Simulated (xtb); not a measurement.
SiF3I, SMILES F[Si](F)(F)I. All values are semi-empirical tight-binding results from xtb (GFN2-xTB unless named), good for trends rather than for accurate numbers. The structure is a stationary point at GFN2-xTB.

Optimised geometry:

```xyz
5

F     -1.2609     0.7280     1.7747
Si     0.0000     0.0000     1.1810
F      0.0000    -1.4560     1.7747
F      1.2609     0.7280     1.7747
I      0.0000     0.0000    -1.2161
```
Charge 0, spin multiplicity 1.

Task: Estimate the properties. (Estimate from the structure and the level; the computed values follow.)

Result: 
| Quantity | Result |
|---|---|
| point group as xtb finds it | C3v |
| orbital gap | 6.71 eV |
| zero-point energy | 6.1 kcal/mol |
| G − E(el) at 298.15 K (modified RRHO) | -13.6 kcal/mol |
| static polarisability (D4 model) | 73.1 bohr³ |
| solvation energy, GFN2-xTB/ALPB(water) | 1.1 kcal/mol |
| solvation energy, GFN2-xTB/ALPB(toluene) | -2.0 kcal/mol |

Computed atomic charges and the Wiberg bond orders between heavy atoms:
charges (e) F1 -0.22, Si2 0.69, F3 -0.22, F4 -0.22, I5 -0.04. Bond orders F1–Si2 1.13, Si2–F3 1.13, Si2–F4 1.13, Si2–I5 1.11.
